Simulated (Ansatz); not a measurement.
`[CH3][Ta]([F])(=[S])[Cl]` + H₂O → `[CH3][Ta]([OH])([F])=[S]` + HCl at 600 K and 1 bar (formal hydrolysis of a Ta–Cl bond).

Gas-phase electronic energies from Ansatz, PBE0-D4/def2-TZVP geometries. CCSD(T)/CBS is the MP2 limit (def2-TZVPP, def2-QZVPP) plus CCSD(T) − MP2 in def2-TZVPP, frozen cores. This one scheme is used for every species. Elements past krypton have def2 core potentials. For Ta outer-core shells are correlated without core-valence functions, which leaves a few kJ/mol of doubt a bond. One conformer a species, not always the lowest.

```csv
species,CCSD(T)/CBS energy (Eh),H − E (kJ/mol),S (J/(mol·K))
`[CH3][Ta]([F])(=[S])[Cl]`,-1054.28407,166.1,468.2
H₂O,-76.37941,76.8,212.8
`[CH3][Ta]([OH])([F])=[S]`,-670.27620,201.6,470.7
HCl,-460.38127,35.4,207.2
```

H − E and S are ideal-gas, rigid-rotor, harmonic terms from PBE0-D4/def2-TZVP, for one conformer and one mirror image of each species. 1 Eh = 2625.50 kJ/mol, R = 8.31446 J/(mol·K).

Problem. By hand: ΔE, ΔH, ΔS and ΔG.

Solution. ΔE = (-670.27620) + (-460.38127) − (-1054.28407) − (-76.37941) = 0.00601 Eh = 15.8 kJ/mol. Δ(H − E) = 201.6 + 35.4 − 166.1 − 76.8 = -5.9, so ΔH = 9.9 kJ/mol. ΔS = 470.7 + 207.2 − 468.2 − 212.8 = -3.1 J/(mol·K). ΔG = 9.9 − 600 × (-3.1)/1000 = 11.8 kJ/mol.

Problem. By hand: the equilibrium constant, and the temperature at which ΔG would vanish if ΔH and ΔS stayed fixed.

Solution. log₁₀ K = −ΔG/(RT ln 10) = -1.0. ΔH and −TΔS have one sign here, so there is no such temperature.

The number of gas molecules stays the same, so ΔS is small and ΔH decides. A doubt of 5 kJ/mol in ΔE shifts log₁₀ K by 0.4 here. Other conformers and mirror images would add mixing entropy, several J/(mol·K) or more a flexible species. These are equilibria of isolated gas molecules and say nothing of rates. Largest T1 diagnostic: 0.020 (customary marks: 0.02 for closed shells, 0.045 for open ones).

ΔS is within the doubt of such terms, so its sign, and with it that verdict, could turn.
